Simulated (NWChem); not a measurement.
**Atomisation of sulfur tetrafluoride (F₄S)**

```
S
F 1 1.5930
F 1 1.5930 2 101.03
F 1 1.6729 2 87.65 3 -87.14
F 1 1.6729 2 87.65 4 174.29
```
Charge 0, spin multiplicity 1.

Program: NWChem. All single points use one geometry, from B3LYP/def2-SVP, a minimum by its harmonic frequencies.

Basis set: def2-TZVP. The atomisation energy is electronic alone: no zero-point, thermal, spin-orbit or counterpoise terms. No value is extrapolated to the basis-set limit. Free atoms are single determinants with multiplicities F 2, S 3. Correlated methods freeze the same cores in atoms and molecule, 9 orbitals in all.

The cost column gives rough processor time relative to PBE; each entry includes its own SCF. Costs are the molecule's.

B3LYP has NWChem's definition, with VWN1-RPA local correlation. GW and range-separated runs recompute their integrals, the others keep them in memory, which bears on the times. No SCF solution was tested for a lower state. Open-shell Hartree-Fock references start from PBE0 orbitals; any time given for them includes that run.

```
method       atomisation energy (kcal/mol)  relative cost
-----------  -----------------------------  -------------
PBE                                  361.3              1
HF                                   145.0        under 3
PBE0                                 324.6        under 3
BLYP                                   ___        under 3
LDA (SVWN5)                            ___        under 3
r2SCAN                               337.9        under 3
B3LYP                                320.9        under 3
MP2                                  337.3              4
CAM-B3LYP                              ___             10
```

Task: Fill in the missing entries.

Result: 
- BLYP, atomisation energy (kcal/mol): 339.8
- LDA (SVWN5), atomisation energy (kcal/mol): 449.7
- CAM-B3LYP, atomisation energy (kcal/mol): 328.0
